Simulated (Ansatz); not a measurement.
A series at Zr: from `[OH][Zr]([OH])([OH])[SeH]`, ligands are replaced one by one, each step taking up H–F and setting free H₂O; n counts the steps. Ansatz, PBE0-D4/def2-TZVP geometries. Each molecule was computed in one conformer, which needn't be the lowest.

| n | molecule | HOMO energy, ωB97M-V/def2-TZVPP (eV) |
| --- | --- | --- |
| 0 | `[OH][Zr]([OH])([OH])[SeH]` | -8.65 |
| 1 | `[OH][Zr]([OH])([F])[SeH]` | -9.03 |
| 2 | `[OH][Zr]([F])([F])[SeH]` | ? |
| 3 | `[F][Zr]([F])([F])[SeH]` | -9.80 |

Problem. By hand: fit a straight line y = ȳ + b (n − n̄) to the 3 given rows and predict n = 2.

Solution. n̄ = 1.333, ȳ = -9.160; Σ(n − n̄)(y − ȳ) = -1.790, Σ(n − n̄)² = 4.667, so b = -0.384 eV a step. Prediction: -9.160 + (-0.384) × (0.667) = -9.42 eV.

Problem. By hand: compare with the computed value, -9.41 eV, and give the steps along the whole series.

Solution. The line misses by 0.01 eV (computed minus predicted). Steps: -0.38, -0.38, -0.39 eV.

The steps differ by at most 0.01 eV, 2.6 % of a mean step, so the ligands' effects nearly add and a line is close. The miss is 0.9 % of the series' range.
